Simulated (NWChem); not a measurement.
# CH4ClFOSi; SMILES OC[Si@@H](F)Cl

```xyz
9

O      0.8029     2.2568     0.1504
C     -0.2638     1.5341    -0.4768
Si    -0.4664    -0.1585     0.3392
F     -1.8490    -0.8391    -0.1376
Cl     1.0860    -1.4113    -0.1900
H      0.4969     2.5513     1.0222
H      0.0199     1.4160    -1.5277
H     -1.2098     2.0992    -0.4676
H     -0.4759    -0.0504     1.8165
```
Atoms are numbered in this order, from 1.

Program: NWChem. All runs use the structure optimised with B3LYP/6-31G* (spherical d). B3LYP is NWChem's, with the RPA form of VWN correlation. Atomic charges in e: unrestrained fits to the electrostatic potential beside Mulliken populations; buried atoms are poorly determined by the fit.

Task: Predict the results for B3LYP/def2-SVP. Quantities: ESP O1; Mulliken O1; ESP C2; Mulliken C2; ESP Si3; Mulliken Si3; ESP F4; Mulliken F4; ESP Cl5; Mulliken Cl5; relative RMS misfit of the potential (%).

Result: 
```json
{
 "ESP O1": "-0.59",
 "Mulliken O1": "-0.32",
 "ESP C2": "0.19",
 "Mulliken C2": "-0.02",
 "ESP Si3": "0.57",
 "Mulliken Si3": "0.76",
 "ESP F4": "-0.29",
 "Mulliken F4": "-0.32",
 "ESP Cl5": "-0.19",
 "Mulliken Cl5": "-0.24",
 "relative RMS misfit of the potential (%)": "23"
}
```
